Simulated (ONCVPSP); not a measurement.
**u(r) = r·R(r): atom against pseudo-atom (holmium (Ho))**

Columns: radius, all-electron u(r) and pseudo u(r) of the 5d shell (level -2.22 eV) of holmium in the configuration [Kr] 4d10 4f10 5s2 5p6 5d1 6s2; PBEsol, scalar-relativistic, ONCV scheme, ONCVPSP 4.0.1.

| r (bohr) | all-electron | pseudo |
| --- | --- | --- |
| 0.123 | 0.1627 | 0.0011 |
| 0.245 | -0.0057 | 0.0086 |
| 0.368 | -0.2124 | 0.0277 |
| 0.490 | -0.2434 | 0.0610 |
| 0.613 | -0.1492 | 0.1097 |
| 0.735 | -0.0071 | 0.1711 |
| 0.858 | 0.1397 | 0.2430 |
| 0.980 | 0.2685 | 0.3190 |
| 1.103 | 0.3748 | 0.3947 |
| 1.225 | 0.4566 | 0.4629 |
| 1.348 | 0.5177 | 0.5200 |
| 1.470 | 0.5603 | 0.5626 |
| 1.593 | 0.5885 | 0.5912 |
| 1.715 | 0.6047 | 0.6071 |
| 1.838 | 0.6119 | 0.6135 |
| 1.960 | 0.6120 | 0.6127 |
| 2.083 | 0.6068 | 0.6070 |
| 2.205 | 0.5978 | 0.5978 |
| 2.328 | 0.5859 | 0.5859 |
| 2.450 | 0.5722 | 0.5722 |
| 2.573 | 0.5570 | 0.5570 |
| 2.695 | 0.5412 | 0.5412 |
| 2.818 | 0.5247 | 0.5247 |
| 2.940 | 0.5081 | 0.5081 |
| 3.063 | 0.4913 | 0.4912 |
| 3.185 | 0.4745 | 0.4745 |

(1) How many radial nodes do the two functions have?

(2) At about which radius was the pseudo-wave matched?

(3) Where does each function peak?

(4) Is the pseudo-wave norm-conserving?

Answers

(1) The all-electron 5d function has n − l − 1 = 2; the pseudo-wave has 0, since the states of the same l below it are removed with the core.

(2) 2.45 bohr. The columns agree to 0.0005 from 2.08 bohr on; several derivatives are matched, so the curves merge somewhat inside the radius.

(3) Outermost all-electron maximum near 1.96 bohr, pseudo maximum near 1.84 bohr (to the table’s step).

(4) Yes: the ONCV scheme keeps the norm inside the radius equal to the all-electron one, which fixes the energy derivative of the logarithmic derivative at the level.
